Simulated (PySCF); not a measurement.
Point-charge models of `N#C[C@@H]([SiH3])CN([SiH3])[SiH3]` against its computed dipole.

Coordinates (GFN2-xTB, Å) and charges (e) from the PBE0/pcSseg-1 density (PySCF):

```
atom       x       y       z  Mulliken      IAO  Hirshfeld  ESP-fitted
  N1   1.246   2.145  -1.541   -0.2472  -0.2567    -0.2218     -0.4784
  C2   1.177   1.084  -1.114   +0.1184  +0.1322    +0.0808     +0.3886
  C3   1.125  -0.224  -0.546   -0.5658  -0.4231    -0.0932     -0.1985
 Si4   2.896  -0.732  -0.007   +0.5416  +0.6231    +0.3393     +0.3537
  C5   0.136  -0.262   0.632   +0.0823  -0.1234    -0.0148     -0.2337
  N6  -1.224   0.033   0.261   -0.9258  -0.7711    -0.2588     -0.3942
 Si7  -1.816   1.666   0.400   +0.6273  +0.7323    +0.3401     +0.4257
 Si8  -2.073  -1.157  -0.676   +0.6015  +0.7232    +0.3458     +0.4279
  H9   0.767  -0.913  -1.319   +0.2085  +0.1758    +0.0586     +0.1405
 H10   2.789  -2.059   0.600   -0.0758  -0.1141    -0.0696     -0.0843
 H11   3.392   0.243   0.962   -0.0520  -0.1030    -0.0638     -0.0611
 H12   3.746  -0.771  -1.195   -0.0558  -0.0986    -0.0642     -0.0736
 H13   0.466   0.449   1.394   +0.1353  +0.1426    +0.0435     +0.1466
 H14   0.177  -1.266   1.070   +0.1369  +0.1372    +0.0416     +0.1439
 H15  -0.966   2.308   1.403   -0.1059  -0.1220    -0.0726     -0.0676
 H16  -3.194   1.548   0.875   -0.0947  -0.1327    -0.0810     -0.1049
 H17  -1.771   2.379  -0.874   -0.0612  -0.1311    -0.0801     -0.0704
 H18  -1.600  -2.457  -0.190   -0.1031  -0.1295    -0.0772     -0.0862
 H19  -1.784  -1.052  -2.114   -0.0824  -0.1463    -0.0834     -0.0997
 H20  -3.494  -0.952  -0.434   -0.0824  -0.1146    -0.0690     -0.0743
```

Question: Compute μ = Σ q r for each scheme (1 e·Å = 4.803 D) and compare with the dipole of the full density.

Answer: The full density gives (0.20, -3.28, 1.55) D, 3.63 D in size; dipole vectors point from the negative to the positive end.

```csv
scheme,μx,μy,μz,size (D),share of the full size (%),angle to the full dipole (°)
Mulliken,1.37,-2.92,1.41,3.52,97,20
IAO,0.45,-2.78,1.32,3.12,86,5
Hirshfeld,0.40,-2.42,1.18,2.72,75,5
ESP-fitted,0.18,-3.29,1.57,3.65,100,0
```

Question: Which set comes closest?

Answer: Length of the difference vector: ESP-fitted 0.03 D, IAO 0.60 D, Hirshfeld 0.96 D, Mulliken 1.23 D. Closest: ESP-fitted. 

Question: What is left for the Hirshfeld atoms' own dipoles?

Answer: The Hirshfeld atoms' densities add up to the full density, so μ = Σ q r + Σ (atomic dipoles). The atomic dipoles sum to (0.20, -3.28, 1.55) − (0.40, -2.42, 1.18) = (-0.20, -0.86, 0.37) D, 0.96 D in size.

Question: With the origin at the mean of the coordinates, (0.000, 0.001, -0.121) Å, which are the largest single terms, by size, of the IAO dipole along the direction of the full one?

Answer: Si7 -4.86, N1 +3.05, Si4 +2.60, Si8 +2.40, H17 +1.62 D; all 20 atoms together +3.10 D. The single terms depend on the origin, their sum doesn't.

Question: Give the size of the full dipole in other units.

Answer: 3.63 D = 1.430 au = 0.757 e·Å = 12.12 × 10⁻³⁰ C·m.

Isolated species at its GFN2-xTB geometry (one conformer only).

Shape of the structure used: `[N:1]#[C:2][C@@H:3]([SiH3:4])[CH2:5][N:6]([SiH3:7])[SiH3:8]`: C2–C3–C5–N6 62°, C3–C5–N6–Si7 -94°.
